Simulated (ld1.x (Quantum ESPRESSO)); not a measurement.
Logarithmic derivatives: hydrogen (H), PAW

* Element: hydrogen
* Generator: ld1.x (Quantum ESPRESSO) 7.5
* Type: PAW
* Functional: LDA (PZ)
* Relativity: scalar-relativistic
* Frozen core: none
* Valence charge: 1
* Reference configuration: 1s1
* Partial waves: 1s (bound): rcut 1.50, rcutus 1.70 bohr; 1s channel at 0.05 Ry: rcut 1.50, rcutus 1.70 bohr
* Local potential: all-electron potential smoothed inside 1.35 bohr (lloc = -1)
* Core correction: none
* Augmentation charge: PSQ, inside the norm-conserving radii

The phase is arctan(r·u′/u) with u = r·R(r), unwrapped; energies in Ry, scanned from -2 to 5 Ry. A pole is an energy at which the radial function vanishes at the test radius. The pseudo phase is shifted by a multiple of π to meet the all-electron one at the reference energy, and phase errors are pseudo minus all-electron; the curves can meet again beyond the range given. Levels narrower than the energy grid can be missing from the lists of poles.

```csv
channel,radius (bohr),reference energy (Ry),"poles, all-electron","poles, pseudo",unbroken range about the reference energy with phases within 0.05 rad,phase error 1 Ry above the reference energy (rad)
s,1.86,-0.47,0.59,0.59,below 3.2,+0.000
```

Phases in the s channel:

```csv
E (Ry),all-electron,pseudo
-2.00,1.093,1.094
-1.76,1.037,1.038
-1.52,0.957,0.958
-1.28,0.835,0.835
-1.04,0.628,0.628
-0.80,0.249,0.249
-0.56,-0.351,-0.351
-0.32,-0.897,-0.897
-0.08,-1.215,-1.215
0.16,-1.394,-1.394
0.40,-1.507,-1.507
0.64,-1.586,-1.586
0.88,-1.648,-1.648
1.12,-1.700,-1.700
1.36,-1.747,-1.746
1.60,-1.793,-1.791
1.84,-1.840,-1.837
2.08,-1.891,-1.885
2.32,-1.948,-1.940
2.56,-2.018,-2.004
2.80,-2.105,-2.082
3.04,-2.219,-2.182
3.28,-2.377,-2.313
3.52,-2.599,-2.490
3.76,-2.901,-2.730
4.00,-3.263,-3.033
4.24,-3.607,-3.361
4.48,-3.876,-3.656
4.72,-4.067,-3.885
4.96,-4.202,-4.053
```
